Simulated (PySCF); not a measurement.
## Excitation energy of V²⁺ by level of theory

V²⁺ [Ar] 3d3 (4F) → V²⁺ [Ar] 3d2 4s1 (4F), as a difference of total energies. Calculation: PySCF 2.14, in aug-cc-pVTZ with one added diffuse shell each of s, p, d, f, g type (9s8p6d4f3g, 118 functions); no relativity, point nucleus. Correlated levels: valence: [Ar] frozen. The calculations carry no spin-orbit coupling.

| method | excitation energy (eV) |
| --- | --- |
| UHF | 5.385 |
| LDA | 5.875 |
| PBE | 5.817 |
| PBE0 | 5.888 |
| r2SCAN | 6.084 |
| r2SCAN0 | 6.047 |
| BP86 | 5.849 |
| B2PLYP | 5.693 |
| MP2 (valence) | 5.586 |
| SCS-MP2 (valence) | 5.452 |

Question: How much does correlation contribute at MP2 (valence)?

Answer: 5.586 − (5.385) = 0.201 eV, measured against UHF.

A first-order spin-orbit estimate (lowest level to lowest level, LS coupling) adds -0.007 eV.
